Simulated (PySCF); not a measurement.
Structure from 2D NMR

Compound of formula C3H8O3Si. Correlations simulated from computed shifts and the bond graph:

HSQC (one-bond C–H):
```csv
δH,δC
4.35,67.0
4.27,67.0
2.13,36.0
1.22,36.0
```

COSY cross peaks (H two or three bonds apart, from the bond graph; peaks can be absent where the dihedral angle is near 90°):
```csv
δH,δH
4.35,4.27
4.35,2.13
4.35,1.22
4.27,2.13
4.27,1.22
2.13,1.22
```

HMBC (two and three bonds, from the bond graph):
```csv
δH,δC
4.35,"67.0, 36.0"
4.27,"67.0, 36.0"
4.20,67.0
2.13,67.0
1.22,67.0
```

PySCF calculation with structure optimised with GFN2-xTB and PBE0/pcSseg-1 with gauge-including orbitals; relativity neglected, one conformer, fast rotation and ring inversion assumed for equivalent nuclei, in vacuum.

Chemical shifts δ = σref − σ; ¹H and ¹³C vs TMS, all at this level.

Exchangeable hydrogens are left out of these lists.

Question: Assemble the structure.

Answer: `O[SiH]1OCCCO1`.

Atoms are numbered as in `[OH:1][SiH:2]1[O:3][CH2:4][CH2:5][CH2:6][O:7]1`; H(Xn) means a hydrogen on atom n. Ha(C4), Ha(C5), Ha(C6) are cis to O1 on the ring; Hb(C4), Hb(C5), Hb(C6) are trans to O1 on the ring.

- δC 67.0 is C4/C6, an sp3 CH2 bonded to O (δH 4.35, 4.27).
- δC 36.0 is C5, an sp3 CH2 in a ring (δH 1.22, 2.13).
- COSY links 4.35–4.27, 4.35–2.13, 4.35–1.22, 4.27–2.13, 4.27–1.22, 2.13–1.22.

The data come from this structure; uniqueness wasn't tested.

Exchangeable OH/NH protons stand at their gas-phase positions; hydrogen bonding in a real sample shifts them, mostly to higher δ. Shifts are as computed. Against solution values, carbons near 30 ppm lie about +3 ppm off and those near 130 ppm about +5 ppm. Of 1211 compounds with measured shifts, 218 miss one by over three times the rms of a fit or turn the order of signals round; such compounds aren't used in these exercises.
